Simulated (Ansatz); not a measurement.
Born–Oppenheimer molecular dynamics of Cl2F2H4NOTa (11 atoms, charge 0, multiplicity 1). It starts at the highest image of a converged band, a first-order saddle point between two minima.

Computed with Ansatz 0.2.0, RKS B3LYP/def2-SVP.

```yaml
ensemble: NVE (velocity Verlet)
time_step: 0.5 fs
steps_asked: 200
starting_velocities_drawn_for: 100 K
seed: 6148
```

First frame:

```xyz
11
Properties=species:S:1:pos:R:3
Ta 0.050 -0.108 0.054
N 2.097 0.060 -0.328
H 2.730 -0.038 0.468
H 2.509 -0.344 -1.169
F 0.696 0.235 1.805
Cl -0.065 -0.641 -2.239
O -1.292 1.197 0.057
H -1.212 2.148 -0.120
F -0.679 -1.738 0.583
Cl 1.380 2.842 -0.659
H 1.963 1.520 -0.551
```

Task: How far do the bonds stretch over the last three quarters of this one trajectory? (Pairs bonded in most of those frames.)

Result: 
| bond | mean (Å) | spread (Å) | shortest | longest |
| --- | --- | --- | --- | --- |
| Ta1–N2 | 2.317 | 0.048 | 2.18 | 2.38 |
| Ta1–F5 | 1.896 | 0.017 | 1.87 | 1.92 |
| Ta1–Cl6 | 2.359 | 0.015 | 2.34 | 2.40 |
| Ta1–O7 | 1.867 | 0.018 | 1.85 | 1.93 |
| Ta1–F9 | 1.887 | 0.023 | 1.86 | 1.93 |
| Ta1–Cl10 | 2.753 | 0.387 | 2.11 | 3.27 |
| N2–H3 | 1.025 | 0.011 | 1.00 | 1.04 |
| N2–H4 | 1.023 | 0.008 | 1.00 | 1.04 |
| N2–H11 | 1.057 | 0.066 | 0.95 | 1.17 |
| O7–H8 | 0.974 | 0.010 | 0.96 | 0.99 |

Mean temperature of the second half: 862 K. The conserved energy stayed within 0.27 meV per atom of its start (net change -0.13 meV per atom), so the integration is sound. The kinetic energy rose, since the run started high on the potential surface and went downhill. A run of 0.1 ps of so small a system gives no equilibrium averages. The orbitals stay closed-shell, which can raise the energy where a bond breaks towards radicals; this wasn't checked here.

Run time: 6.6 min on 4 threads of Intel(R) Xeon(R) 6975P-C (Granite Rapids), with other jobs on the host, peak memory 0.48 GiB.
